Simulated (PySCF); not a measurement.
PySCF 2.14 output of an unrestricted M06-2X calculation on a single atom or ion in aug-cc-pVDZ-DK (7s6p4d2f, 59 functions), with the spin-free X2C one-electron Hamiltonian (Gaussian nucleus):

```
SCF conv_tol = 1e-09
number electrons alpha = 12  beta = 9
    Y. Zhao and D. G. Truhlar.,  Theor. Chem. Acc. 120, 215 (2008)
    Y. Zhao and D. G. Truhlar.,  Theor. Chem. Acc. 120, 215 (2008)
cycle= 1 E= -948.381721571181  delta_E= -0.00162  |g|= 0.00607  |ddm|=  1.1
cycle= 2 E= -948.381735654244  delta_E= -1.41e-05  |g|= 0.0016  |ddm|= 0.0539
cycle= 3 E= -948.3817364975  delta_E= -8.43e-07  |g|= 0.000286  |ddm|= 0.00338
cycle= 4 E= -948.381736537493  delta_E= -4e-08  |g|= 2.01e-05  |ddm|= 0.000938
cycle= 5 E= -948.381736537671  delta_E= -1.78e-10  |g|= 6.54e-07  |ddm|= 6.81e-05
converged SCF energy = -948.381736537671  <S^2> = 3.7506524  2S+1 = 4.0003262
```

The run itself started from symmetry-adapted Hartree-Fock orbitals and held the occupation by maximum overlap, on a logarithmic radial grid, so the iterations belong to that start.

Problem. Which element, charge and spin multiplicity is this?

Solution. V²⁺ (vanadium, charge +2), multiplicity 4; the state was [Ar] 3d3, high-spin 4F determinant.
